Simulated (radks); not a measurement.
The numbers below are computed, except where a source is named.
The neodymium anion Nd- inside a hard spherical wall (all orbitals vanish at R), configuration held at [Xe] 4f5 6s2 and not refilled when levels cross. Level of theory: scalar-relativistic Kohn-Sham, r2SCAN, spin-polarised, spherical densities, finite nucleus; open shells are filled with parallel spins first (spin-orbit coupling, left out, can overturn this in heavy ions); meta-GGA in the generalised Kohn-Sham scheme; Fermi nuclear charge, rms radius 4.9123 fm (a radial shooting solver on a logarithmic mesh with Libxc functionals). Eigenvalues in eV for spin up, with the zero of energy where the potential of the charges vanishes at infinity; a dash marks a level that is unbound or too diffuse for the functional's potential to be trusted. A positive occupied level is held by the wall or, in an anion where self-interaction has pushed it up, behind a barrier. The pressure on the wall is -dE/dV.

| R (bohr) | E (hartree) | kinetic (hartree) | e(5s) | e(5p) | e(6s) | e(6p, empty) | e(5d, empty) | e(4f) | pressure (GPa) |
|---|---|---|---|---|---|---|---|---|---|
| 15 | -9624.5930 | 10243.133 | -36.872 | -18.119 | 0.085 | - | - | 3.544 | 0.0454 |
| 12 | -9624.5756 | 10243.138 | -35.706 | -17.015 | 0.659 | - | - | 4.768 | 0.135 |
| 8 | -9624.4854 | 10243.363 | -32.528 | -13.973 | 2.797 | 5.366 | 5.290 | 8.015 | 1.98 |
| 7 | -9624.4111 | 10243.559 | -31.076 | -12.602 | 4.185 | 7.398 | 6.605 | 9.528 | 4.82 |
| 5 | -9623.9319 | 10244.965 | -26.275 | -8.166 | 11.640 | 18.075 | 11.850 | 14.785 | 47.9 |
| 4 | -9622.9718 | 10248.203 | -20.973 | -3.123 | 24.197 | 34.603 | 18.744 | 21.055 | 245 |
| 3 | -9619.1115 | 10261.234 | -7.644 | 11.132 | 64.902 | 82.992 | 38.511 | 37.485 | 2020 |
| 2.5 | -9612.7607 | 10281.165 | 8.822 | 30.177 | 119.81 | 144.35 | 64.277 | 55.980 | 7390 |
